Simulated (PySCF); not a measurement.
# Dipole moment and polarisability of `F[CH2][GeH2][GeH2][GeH3]`

Compound: CH9FGe3.
Cartesian coordinates in Å at the PBE0-D3(BJ)/def2-SVP level; atoms count from 1:
```xyz
14
CH9FGe3 angstrom
F     -1.1768    1.5806    0.6987
C     -1.4761    0.4224    1.3864
Ge    -1.3151   -1.1182    0.1550
Ge     0.9110   -1.0629   -0.8055
Ge     1.7481    1.2120   -0.8158
H     -2.4975    0.5030    1.7939
H     -0.7762    0.3164    2.2323
H     -1.5812   -2.4115    0.9535
H     -2.3883   -0.9797   -0.9415
H      1.8537   -1.9634    0.0200
H      0.8795   -1.6161   -2.2444
H      3.1734    1.2408   -1.4054
H      0.8412    2.1077   -1.6748
H      1.8040    1.7603    0.6199
```

Level: wB97X-D/def2-SVPD (PySCF), static field, nuclei fixed, core orbitals frozen in the response. The polarisability tensor in these axes (au):

```
x   122.55  11.91 -12.24
y    11.91 118.52   0.25
z   -12.24   0.25 102.66
```

What are the eigenvalues, a third of the trace, and Δα (Δα² = ½Σ(αi − αj)² over the three pairs)?

Principal values 95.39, 112.94 and 135.40 au; mean 114.58 au = 16.98 Å³ = 18.89 × 10⁻⁴⁰ C²·m²/J; Δα = 34.74 au (30 % of the mean).

What is the dipole moment, and where does it point?

(-0.51, -1.06, 0.98) D, 1.53 D in size, pointing from the negative to the positive side. Measured along this direction, the outermost atoms are H13 and H12 at the negative end and H8 at the positive end.

Give the eigenvalues of the traceless quadrupole moment Θ = ½Σq(3rr − r²1), origin at the centre of nuclear charge.

-6.04, -0.06, 6.10 D·Å. The values depend on the origin, since the dipole doesn't vanish. The electronic extent ⟨r²⟩ about the same centre is 1835 bohr², a root-mean-square distance of 2.07 Å for the 120 electrons.

Refractivity n − 1 of an ideal gas of it at 273.15 K and 1 atm, from the electronic α?

N = p/kT = 2.6868 × 10¹⁹ cm⁻³, so n − 1 = 2π × N × 16.98 × 10⁻²⁴ cm³ = 2866 × 10⁻⁶ at long wavelengths, for an ideal gas.

Find the Langevin capture rate constant for NH4+ (18.034 u) meeting this molecule (261.832 u), k = 2.342 × 10⁻⁹ cm³/s × √(α in Å³ / reduced mass in u).

The reduced mass is 16.87 u, so k = 2.35 × 10⁻⁹ cm³/s. The formula leaves out the permanent dipole, which adds to the capture rate.

Sum over states: ᾱ = Σ f/ω², ω in Eh. What share falls to these 10 lowest TDDFT singlets (eV, f)? 6.76, 0.2748; 6.91, 0.0116; 7.07, 0.2405; 7.26, 0.0668; 7.35, 0.1212; 7.55, 0.1940; 7.69, 0.1204; 7.72, 0.1277; 7.82, 0.0207; 7.92, 0.1076.

They add up to 17.92 au, 15.6 % of the 114.58 au; the largest single term is 4.45 au, from the state at 6.76 eV. Terms in order: 4.45, 0.18, 3.56, 0.94, 1.66, 2.52, 1.51, 1.59, 0.25, 1.27 au. Higher excitations give the rest. The strengths listed sum to 1.285.

Directions of the eigenvectors, and the extent of the frame along each?

Largest value along (0.78, 0.55, -0.29), where the nuclei span 6.42 Å; middle along (-0.38, 0.79, 0.47), 4.88 Å; least along (0.49, -0.26, 0.83), 3.13 Å. The response follows the extents in order.

One conformer (not necessarily the lowest) at the PBE0-D3(BJ)/def2-SVP geometry, without solvent, vibrations or thermal averaging. The calculation is non-relativistic, for germanium too.

Note: wB97X-D ran without an empirical dispersion term, which enters the total energy and its gradient alone.
